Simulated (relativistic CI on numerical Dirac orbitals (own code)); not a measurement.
Method of calculation: Dirac-Coulomb-Breit CI, orbitals from a KLI potential per configuration, QED by a radiative potential, unscaled Slater integrals (own radial code, finite nucleus).

CI space (outside the closed core 1s2): 2s²2p⁶, 2s²2p⁵3s, 2s²2p⁵3p, 2s²2p⁵3d, 2s2p⁶3s, 2s2p⁶3p, 2s2p⁶3d, 2s²2p⁵4s, 2s²2p⁵4p, 2s²2p⁵4d, 2s²2p⁵4f, 2s²2p⁴3s², 2s2p⁶4s, 2s²2p⁴3s3p, 2s2p⁶4p, 2s²2p⁵5s, 2s²2p⁵5p, 2s2p⁶4d, 2s²2p⁴3s3d, 2s²2p⁵5d, 2s2p⁶4f, 2s²2p⁵5f, 2s²2p⁴3p², 2s²2p⁵5g, 2s²2p⁴3p3d, 2s2p⁵3s², 2s²2p⁴3d², 2s2p⁵3s3p, 2s2p⁵3s3d, 2s2p⁵3p², 2s2p⁶5s, 2s2p⁶5p, 2s2p⁵3p3d, 2s2p⁶5d, 2s2p⁶5f, 2s2p⁶5g. Levels of other configurations are missing.

At this charge energies of transitions that change n are usually good to better than 1 %, and those within a shell (Δn = 0) to a few per cent.

Outline of the computed level scheme of Lu LXII. Lowest level of each configuration: 2s²2p⁶ ¹S0 at 0.0 eV; 2s²2p⁵3s ³P°2 at 7607.8 eV; 2s²2p⁵3p ³P1 at 7747.4 eV; 2s²2p⁵3d ³P°0 at 8210.5 eV; 2s2p⁶3s ³S1 at 9189.4 eV; 2s2p⁶3p ³P°1 at 9348.8 eV; 2s2p⁶3d ³D1 at 9822.5 eV; 2s²2p⁵4s ³P°2 at 10617.5 eV; 2s²2p⁵4p ³P1 at 10675.2 eV.

Some strong electric-dipole decays among the lowest 45 levels: 2s²2p⁵3d ¹P°1 → 2s²2p⁶ ¹S0 (2.3e+15 s⁻¹); 2s²2p⁵3d ³D°1 → 2s²2p⁶ ¹S0 (9.7e+14 s⁻¹); 2s2p⁶3p ³P°1 → 2s²2p⁶ ¹S0 (8.0e+14 s⁻¹); 2s2p⁶3p ¹P°1 → 2s²2p⁶ ¹S0 (3.8e+14 s⁻¹); 2s²2p⁵3s ¹P°1 → 2s²2p⁶ ¹S0 (1.3e+14 s⁻¹); 2s²2p⁵3d ³P°1 → 2s²2p⁶ ¹S0 (5.6e+13 s⁻¹); 2s²2p⁵4p ³P1 → 2s²2p⁵3s ³P°2 (4.5e+13 s⁻¹); 2s²2p⁵4s ¹P°1 → 2s²2p⁶ ¹S0 (4.4e+13 s⁻¹).

LS names give the leading component of a level, which can be under half, so a name can repeat, a term be missing and a line seem to break the LS rules.
